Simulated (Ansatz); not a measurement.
A series at Ge: from `N#[C][GeH]([C]#N)[C]#N`, ligands are replaced one by one, each step taking up H₂ and setting free `C#N`; n counts the steps. Ansatz, PBE0-D4/def2-TZVP geometries.

```
n                  molecule  HOMO energy, ωB97M-V/def2-TZVPP (eV)
0  `N#[C][GeH]([C]#N)[C]#N`                                -13.14
1        `N#[C][GeH2][C]#N`                                     ?
2             `N#[C][GeH3]`                                -11.99
3                      GeH₄                                -11.91
```

**Question.** By hand: fit a straight line y = ȳ + b (n − n̄) to the 3 given rows and predict n = 1.

**Answer.** n̄ = 1.667, ȳ = -12.347; Σ(n − n̄)(y − ȳ) = 2.023, Σ(n − n̄)² = 4.667, so b = 0.433 eV a step. Prediction: -12.347 + (0.433) × (-0.667) = -12.64 eV.

**Question.** By hand: compare with the computed value, -12.48 eV, and give the steps along the whole series.

**Answer.** The line misses by 0.16 eV (computed minus predicted). Steps: 0.66, 0.49, 0.08 eV.

The steps shrink at each stage, from 0.66 to 0.08 eV, so the series is curved. The highest orbital can change its character along such a series. The miss is 13.0 % of the series' range.
